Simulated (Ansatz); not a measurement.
Harmonic frequencies (cm⁻¹) at PBE0-D4/def2-TZVP from Ansatz: 18, 99, 133, 152, 294, 515, 584, 614, 732, 748, 802, 1197, 1449, 1451, 3076, 3173, 3186, 3892.

Each molecule was computed in one conformer, which needn't be the lowest.

Q: Which molecule is it?
A. `[CH3][In]([OH])[F]`
B. `[NH2][In]([F])[F]`
C. `C[NH][In]([Cl])[Cl]`
D. `C[O][In]([SH])[SH]`

A: A.
